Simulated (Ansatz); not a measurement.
`BO[SiH2][SiH3]`. Charge 0, multiplicity 1.

```xyz
11

B    -2.376   -0.309    0.032
O    -1.115   -0.741    0.223
Si    0.282   -0.522   -0.655
Si    1.818    0.676    0.644
H    -2.646    0.356   -0.935
H    -3.203   -0.607    0.848
H     0.807   -1.871   -0.990
H    -0.031    0.202   -1.918
H     2.135   -0.061    1.895
H     1.260    2.010    0.994
H     3.070    0.866   -0.138
```

(1) List the harmonic frequencies (cm⁻¹, unscaled) at PBE0-D4/def2-TZVP in Ansatz. (Estimate.)

(2) Is this a minimum?

(3) Give the ideal-gas thermochemistry at 298.15 K and 1 bar (rigid rotor, harmonic oscillator; point group C1, symmetry number 1).

(4) And at 400, 500, 600, 800 and 1000 K?

(5) Rotational constants (cm⁻¹)?

## Answers

(1) Computed: 51, 97, 140, 208, 289, 356, 414, 517, 609, 737, 749, 827, 892, 933, 935, 947, 1019, 1057, 1226, 1389, 2205, 2217, 2224, 2229, 2235, 2536, 2633.

(2) Yes, all 27 modes are real.

(3) Zero-point energy 177.5 kJ/mol; H(298) − E = 200.0 kJ/mol; entropy 356.0 J/(mol·K), of which translation 165.0, rotation 110.9, vibration 80.2; G(298) − E = 93.8 kJ/mol. Modes under 100 cm⁻¹ are hindered rotations or soft bends, so the harmonic entropy is rough.

(4) 
| T (K) | H − E (kJ/mol) | S (J/mol/K) | G − E (kJ/mol) |
| --- | --- | --- | --- |
| 400 | 212.9 | 393.1 | 55.6 |
| 500 | 227.6 | 425.8 | 14.7 |
| 600 | 243.9 | 455.5 | -29.4 |
| 800 | 280.3 | 507.8 | -125.9 |
| 1000 | 320.6 | 552.7 | -232.1 |

(5) 0.3354, 0.06996, 0.06273.
